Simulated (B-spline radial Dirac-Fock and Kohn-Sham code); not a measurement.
# Relativistic shifts of the levels of Er¹⁶⁺

System: erbium as Er¹⁶⁺, [Kr] 4d10 4f6.

Both columns are ΔSCF binding energies of the configuration average from a B-spline atomic structure program: non-relativistic Hartree-Fock with a point nucleus, and Dirac-Fock with a finite nucleus and the Coulomb interaction alone, averaged over the two j levels with weights 2j+1.

```tsv
shell	Hartree-Fock (eV)	Dirac-Fock (eV)	shift (eV)	shift (%)
1s	54234.5	58133.6	+3899.10	+7.19
2s	9158.4	10175.9	+1017.51	+11.11
2p	8739.0	9070.6	+331.66	+3.80
3s	2371.0	2617.0	+246.00	+10.38
3p	2180.8	2271.1	+90.31	+4.14
3d	1830.3	1816.6	-13.72	-0.75
4s	763.5	826.9	+63.41	+8.31
4p	684.5	707.8	+23.32	+3.41
4d	541.1	539.5	-1.63	-0.30
4f	366.9	361.5	-5.44	-1.48
```

Relativity binds 1s, 2s, 2p, 3s, 3p, 4s, 4p more strongly, among those listed most of all 2s in relative terms, and 3d, 4d, 4f more weakly, because the contracted s and p shells screen the nucleus better.

Values without a named source are computed, but for edge energies of neutral atoms, which are taken from tables.
